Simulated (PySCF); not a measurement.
CH3Be, SMILES [Be+][CH3], charge +1.

Coordinates come from a B3LYP-D3(BJ)/def2-TZVPD optimisation. The multiplicity is an assumed one; other spin states were not compared. The isomer is the one that the SMILES or the coordinates give; other isomers of the formula were not compared.

Level of theory: TDA-PBE/def2-TZVPD (PySCF).

Vertical excitations; the highest root listed may be one member of a degenerate set. The molecule is in vacuum. State labels are in the subgroup Cs.

Computed UV-visible absorptions:
| state | symmetry | energy (eV) | λ (nm) | f | main pairs |
|---|---|---|---|---|---|
| S1 | A' | 4.34 | 286 | 0.184 | HOMO→LUMO 95 % |
| S2 | A' | 4.91 | 253 | 0.009 | HOMO−1→LUMO (degenerate set) |
| S3 | A" | 4.91 | 253 | 0.009 | HOMO−2→LUMO (degenerate set) |
| S4 | A' | 6.72 | 184 | 0.150 | HOMO→LUMO+2 (degenerate set) |
| S5 | A" | 6.72 | 184 | 0.150 | HOMO→LUMO+1 (degenerate set) |
| S6 | A" | 7.62 | 163 | 0.000 | HOMO−1→LUMO+1 50 %, HOMO−2→LUMO+2 50 % |
| S7 | A" | 7.74 | 160 | 0.016 | HOMO−2→LUMO+2, HOMO−1→LUMO+1 (degenerate set) |
| S8 | A' | 7.74 | 160 | 0.016 | HOMO−1→LUMO+2, HOMO−2→LUMO+1 (degenerate set) |
| S9 | A' | 8.82 | 141 | 0.413 | HOMO−2→LUMO+1 46 %, HOMO−1→LUMO+2 46 % |
| S10 | A' | 9.86 | 126 | 0.014 | HOMO→LUMO+3 99 % |
| T1 | A' | 2.77 | 448 | 0 | HOMO→LUMO 100 % |
| T2 | A' | 4.68 | 265 | 0 | HOMO−1→LUMO (degenerate set) |
| T3 | A" | 4.68 | 265 | 0 | HOMO−2→LUMO (degenerate set) |
| T4 | A' | 5.38 | 230 | 0 | HOMO→LUMO+2 94 % |
Triplets are in the Tamm–Dancoff approximation.
